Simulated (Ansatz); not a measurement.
**FGa2H3O: structure from calculated spectroscopic constants**

These gas-phase data were calculated for one isomer of FGa2H3O at r2SCAN-D4/def2-SVP (harmonic, unscaled wavenumbers; equilibrium rotational constants with average atomic masses):

| Quantity | Value |
| --- | --- |
| rotational constants | 10.35, 1.354, 1.228 GHz |
| all wavenumbers above 1500 cm⁻¹ | 3810, 2021, 1994 |

Candidates:

(1) `[F][Ga]1[OH+][GaH2-]1`, a singlet
(2) `[F][GaH][O][GaH2]`, a singlet

Question: Assign the data to one candidate and say why.

Answer: Candidate (1). The band at 3810 cm⁻¹ lies where the O–H stretch is expected; (2) has no mode between 3300 and 4000 cm⁻¹.

The same quantities for all candidates:

```
     rotational constants (GHz)  wavenumbers above 1500 cm⁻¹  E above the lowest, r2SCAN-D4/def2-SVP (kcal/mol)
(1)         10.35, 1.354, 1.228             3810, 2021, 1994                                                3.9
(2)         8.178, 1.129, 1.004             2077, 2013, 1997                                                0.0
```

Each candidate is one conformer. Programs: Ansatz 0.2.0.
